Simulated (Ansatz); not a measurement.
The same path of GeH₄S₂ (7 atoms, charge 0, multiplicity 1) was run twice with different band settings. The coordinate that changes most is the dihedral S1–S2–Ge3–H7.

Computed with RKS BLYP/def2-SVP in Ansatz.

Relaxed end points:

```xyz
7
Properties=species:S:1:pos:R:3
S -1.128 -2.047 -0.024
S -1.438 -0.005 0.537
Ge 0.675 0.824 0.245
H -1.404 -1.914 -1.361
H 1.092 0.671 -1.243
H 0.587 2.328 0.636
H 1.677 0.075 1.164
```

```xyz
7
Properties=species:S:1:pos:R:3
S -1.843 -1.394 0.332
S -1.049 -0.048 -1.131
Ge 0.727 0.819 0.024
H -1.115 -2.500 -0.022
H 1.366 1.865 -0.935
H 0.234 1.498 1.330
H 1.743 -0.308 0.356
```

Common settings: movable images 7; climbing image yes; spring 5.0 eV/Å²; start path through a guess of the saddle point; force threshold 0.03 eV/Å; iteration limit 60; end points relaxed.

| run | optimiser | largest step |
| --- | --- | --- |
| 1 | quadratic models (default) | default |
| 2 | lbfgs | 0.02 Å |

**Question.** What does each run give, and how far can it be trusted?

**Answer.** Run 1: converged after 6 iterations, highest image 0.070 eV above the first end. A vibrational analysis at the climbing image gives one clearly imaginary mode, 113i cm⁻¹: a first-order saddle point.
Run 2: converged after 50 iterations, highest image 0.072 eV above the first end. Another band between the same ends (7 images) ends at a top of the same energy, where a vibrational analysis finds 1 clearly imaginary mode.
